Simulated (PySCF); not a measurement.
Geometries of 2 isomers of C2H11GeNSi, from PBE0-D3(BJ)/def2-SVP geometry optimisation, gas phase in PySCF 2.14.0. One conformer each, no zero-point energy, no frequencies.

Problem. Which isomer lies lower at this level?
A.
```xyz
16
angstrom
C      1.939    0.120    0.909
Ge     0.968    1.096   -0.479
C     -0.275   -0.091   -1.420
Si    -1.384   -1.085   -0.267
N     -2.018   -0.212    1.092
H      2.651    0.782    1.423
H      2.499   -0.718    0.468
H      1.245   -0.290    1.658
H      0.183    2.261    0.163
H      1.979    1.700   -1.481
H     -0.890    0.526   -2.097
H      0.305   -0.779   -2.059
H     -2.543   -1.618   -1.050
H     -0.591   -2.220    0.298
H     -2.659    0.561    0.951
H     -1.428   -0.040    1.898
```
B.
```xyz
16
angstrom
C     -1.819    1.378   -0.574
Si    -0.617    0.388    0.473
C     -0.925   -1.456    0.320
N      1.014    0.700   -0.054
Ge     2.438   -0.458   -0.092
H     -2.855    1.228   -0.229
H     -1.758    1.076   -1.631
H     -1.604    2.457   -0.516
H     -0.837    0.781    1.909
H     -1.942   -1.705    0.661
H     -0.222   -2.041    0.934
H     -0.824   -1.789   -0.726
H      1.272    1.668   -0.220
H      2.237   -1.535   -1.178
H      2.621   -1.166    1.267
H      3.686    0.383   -0.416
```

Solution. B. That is `C[SiH](C)[NH][GeH3]`, 8.3 kcal/mol below the other.

```csv
SMILES,atoms numbered as above,E (Eh),relative (kcal/mol),relative (kJ/mol),dipole (D)
C[SiH](C)[NH][GeH3],[CH3:1][SiH:2]([CH3:3])[NH:4][GeH3:5],-2503.13345,0.0,0.0,0.70
[CH3][GeH2][CH2][SiH2]N,[CH3:1][GeH2:2][CH2:3][SiH2:4][NH2:5],-2503.12018,8.3,34.8,0.87
```
